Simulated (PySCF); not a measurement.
PySCF input for C₄H₄BF, SMILES C1=CC=CB1F, KT2/pcSseg-1. The structure is a stationary point at B3LYP-D3(BJ)/def2-SVP. This is a generated structure with no PubChem entry under its InChIKey; it may be hypothetical.

```python
import numpy as np
from pyscf import gto, scf, dft
from pyscf.prop.nmr import rks as nmr

mol = gto.M(
    atom='''
    F     0.00000000    0.00000000    2.11910089
    B     0.00000000    0.00000000    0.79638693
    C     0.00000000    1.26963976   -0.14983479
    C     0.00000000    0.75726771   -1.39563931
    C     0.00000000   -0.75726771   -1.39563931
    C     0.00000000   -1.26963977   -0.14983479
    H     0.00000000    2.33670988    0.07636717
    H     0.00000000    1.32674771   -2.33044388
    H     0.00000000   -1.32674771   -2.33044388
    H     0.00000000   -2.33670987    0.07636718
    ''',
    basis='pcSseg-1',
    charge=0,
    spin=0,
    max_memory=1600,
    verbose=3,
)
mf = dft.RKS(mol, xc='kt2')
mf.grids.level = 3
mf.conv_tol = 1e-10
mf.max_cycle = 100
mf.kernel()
n = nmr.NMR(mf)
n.verbose = 2
n.max_cycle_cphf = 60
sigma = n.kernel()
print('atom   isotropic/ppm   span/ppm')
for i, s in enumerate(sigma):
    w = np.linalg.eigvalsh((s + s.T) / 2)
    print(f'{mol.atom_symbol(i):2s}{i + 1:3d} {w.mean():14.3f} {w[2] - w[0]:11.3f}')
```

It prints:

```
converged SCF energy = -284.087202712295
atom   isotropic/ppm   span/ppm
F   1        189.688     409.473
B   2         51.565      35.323
C   3         66.453     209.495
C   4         26.242     228.090
C   5         26.242     228.090
C   6         66.453     209.495
H   7         26.165       4.191
H   8         24.589       5.726
H   9         24.589       5.726
H  10         26.165       4.191
```

The run converged.

Cost: very roughly 23 core-seconds.
